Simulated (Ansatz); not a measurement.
Stepwise reaction of `[AlH2][SH]` with hydrogen fluoride, as a gas-phase model of exchange steps in deposition or etching. ΔE in kJ/mol; ΔG adds harmonic PBE0-D4 terms to CCSD(T)/CBS, at 1 bar.

Calculated with Ansatz (gas phase, PBE0-D4/def2-TZVP geometries, no zero-point term in ΔE). CCSD(T)/CBS adds triple-zeta CCSD(T) − MP2 to the extrapolated MP2 energy (def2 sets, frozen cores). This one scheme is used for every species. DFT in def2-TZVPP. B3LYP here is the variant with VWN-RPA as its local correlation; programs differ in this. Each species was taken in one conformer, which may not be the lowest.

```json
{"step": "1", "reaction": "`[AlH2][SH]` + H–F → `[F][AlH][SH]` + H₂", "PBE-D4": "-160.8", "B3LYP-D4": "-168.5", "ωB97M-V": "-166.6", "CCSD(T)/CBS": "-166.1", "ΔG(500 K)": "-163.8"}
{"step": "2", "reaction": "`[F][AlH][SH]` + H–F → `[F][Al]([F])[SH]` + H₂", "PBE-D4": "-152.0", "B3LYP-D4": "-160.2", "ωB97M-V": "-157.4", "CCSD(T)/CBS": "-158.2", "ΔG(500 K)": "-155.4"}
```

Task: By hand: ΔE of the 2 steps together at CCSD(T)/CBS.

Result: (-166.1) + (-158.2) = -324.3 kJ/mol, or -162.1 kJ/mol a step.

In ΔE each step is higher than the one before. All are downhill at CCSD(T)/CBS. ΔG lies between -163.8 and -155.4 kJ/mol a step. PBE-D4 differs from CCSD(T)/CBS by 5.3 to 6.2 kJ/mol a step. Isolated molecules leave out the surface, adducts and barriers. Largest T1 diagnostic: 0.012.
